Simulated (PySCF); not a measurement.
Si(F)4(OH2) (F₄H₂OSi), SMILES O->[Si](F)(F)(F)F (connectivity only; charge and spin as stated), neutral, multiplicity 1. Coordinates come from a PBE0-D3(BJ)/def2-SVP optimisation. One conformer was computed; it need not be the lowest.

Method: PBE0-D3(BJ)/def2-SVP (PySCF 2.14.0).

Harmonic wavenumbers (cm⁻¹): 87, 157, 187, 189, 295, 302, 375, 385, 434, 524, 630, 745, 937, 1002, 1026, 1607, 3830, 3930. Rotational constants (GHz): 3.511, 2.426, 2.407; symmetry number 1.

### Question
Work out the zero-point energy and the ideal-gas rigid-rotor harmonic-oscillator thermochemistry at 298.15 K and 1 atm.

### Answer
ZPE = ½ Σ hcν = ½ × 16642 cm⁻¹ = 99.54 kJ/mol. H − E(el) = 122.32 kJ/mol. Entropy in J/(mol K): translation 168.67, rotation 113.60, vibration 75.93, total 358.21. G − E(el) = 15.52 kJ/mol. Cp = 114.77 J/(mol K). Modes under 150 cm⁻¹ make the vibrational entropy uncertain.
